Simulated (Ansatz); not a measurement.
Geometry optimisation, RKS r2SCAN-D4/STO-3G in Ansatz.

The input (input.yaml):

```yaml
crystal:
  periodic: [false, false, false]
  atoms:
    - { symbol: C, position_ang: [-1.4779, -1.8175, -1.1359] }
    - { symbol: O, position_ang: [-1.5667, -0.3849, -0.961] }
    - { symbol: Al, position_ang: [-0.9725, 0.0327, 0.7226] }
    - { symbol: F, position_ang: [-2.0152, 0.1594, 2.1135] }
    - { symbol: C, position_ang: [1.0088, 0.3162, 1.0122] }
    - { symbol: Si, position_ang: [1.5909, 1.7515, -0.0427] }
    - { symbol: H, position_ang: [-0.4585, -2.159, -1.0777] }
    - { symbol: H, position_ang: [-2.1517, -2.2785, -0.4299] }
    - { symbol: H, position_ang: [-1.8976, -1.9834, -2.1243] }
    - { symbol: H, position_ang: [1.5636, -0.5971, 0.7825] }
    - { symbol: H, position_ang: [1.1791, 0.5666, 2.1178] }
    - { symbol: H, position_ang: [1.3683, 1.4205, -1.4387] }
    - { symbol: H, position_ang: [0.8116, 2.9875, 0.3005] }
    - { symbol: H, position_ang: [3.0048, 1.9569, 0.1899] }
basis:
  gaussian: { orbitals: STO-3G }
hamiltonian:
  xc: r2scan
  dispersion: d4
relax:
  f_tol: 0.02
  max_steps: 50
```

Launched with:

```bash
$ ansatz run input.yaml --threads 1 --pin off --max-ram 2048MiB --backend cpu --events-out ev --progress --plain --runs-dir out
```

**Question.** Where does it end, and by what steps?

**Answer.** The forces met the threshold. The force dipped under the threshold on the way, but the program's further checks kept it going. Limits of this set-up: minimal basis. After 19 steps the energy has fallen by 1.137 eV; H8 moved furthest, 1.49 Å.

```json
{"step": "0", "energy less start (eV)": "0.0000", "largest force component (eV/Å)": "2.830", "accepted": "yes"}
{"step": "1", "energy less start (eV)": "-0.6298", "largest force component (eV/Å)": "1.987", "accepted": "yes"}
{"step": "2", "energy less start (eV)": "-0.7472", "largest force component (eV/Å)": "1.819", "accepted": "yes"}
{"step": "3", "energy less start (eV)": "-0.8365", "largest force component (eV/Å)": "1.153", "accepted": "yes"}
{"step": "4", "energy less start (eV)": "-0.9038", "largest force component (eV/Å)": "0.395", "accepted": "yes"}
{"step": "5", "energy less start (eV)": "-0.9392", "largest force component (eV/Å)": "0.724", "accepted": "yes"}
{"step": "6", "energy less start (eV)": "-0.9686", "largest force component (eV/Å)": "1.040", "accepted": "yes"}
{"step": "7", "energy less start (eV)": "-1.0673", "largest force component (eV/Å)": "0.335", "accepted": "yes"}
{"step": "8", "energy less start (eV)": "-1.0843", "largest force component (eV/Å)": "0.564", "accepted": "yes"}
{"step": "9", "energy less start (eV)": "-1.1069", "largest force component (eV/Å)": "0.475", "accepted": "yes"}
{"step": "10", "energy less start (eV)": "-1.1203", "largest force component (eV/Å)": "0.134", "accepted": "yes"}
{"step": "11", "energy less start (eV)": "-1.1246", "largest force component (eV/Å)": "0.128", "accepted": "yes"}
{"step": "12", "energy less start (eV)": "-1.1270", "largest force component (eV/Å)": "0.267", "accepted": "yes"}
{"step": "13", "energy less start (eV)": "-1.1318", "largest force component (eV/Å)": "0.049", "accepted": "yes"}
{"step": "14", "energy less start (eV)": "-1.1333", "largest force component (eV/Å)": "0.077", "accepted": "yes"}
{"step": "15", "energy less start (eV)": "-1.1346", "largest force component (eV/Å)": "0.087", "accepted": "yes"}
{"step": "16", "energy less start (eV)": "-1.1355", "largest force component (eV/Å)": "0.069", "accepted": "yes"}
{"step": "17", "energy less start (eV)": "-1.1362", "largest force component (eV/Å)": "0.035", "accepted": "yes"}
{"step": "18", "energy less start (eV)": "-1.1364", "largest force component (eV/Å)": "0.011", "accepted": "yes"}
{"step": "19", "energy less start (eV)": "-1.1365", "largest force component (eV/Å)": "0.010", "accepted": "yes"}
```

```xyz
14
Properties=species:S:1:pos:R:3
C -1.214 -1.559 -1.116
O -2.064 -0.780 -0.232
Al -1.188 0.120 0.927
F -2.165 0.969 1.911
C 0.713 0.178 1.043
Si 1.523 1.444 -0.072
H -0.439 -0.964 -1.652
H -0.679 -2.392 -0.604
H -1.853 -2.026 -1.896
H 1.132 -0.807 0.803
H 1.014 0.393 2.076
H 1.190 1.182 -1.456
H 1.050 2.772 0.249
H 2.966 1.440 0.049
```

Run time: 2.8 min on 1 thread of Intel(R) Xeon(R) Processor @ 2.70GHz, on a shared host, peak memory 0.22 GiB.
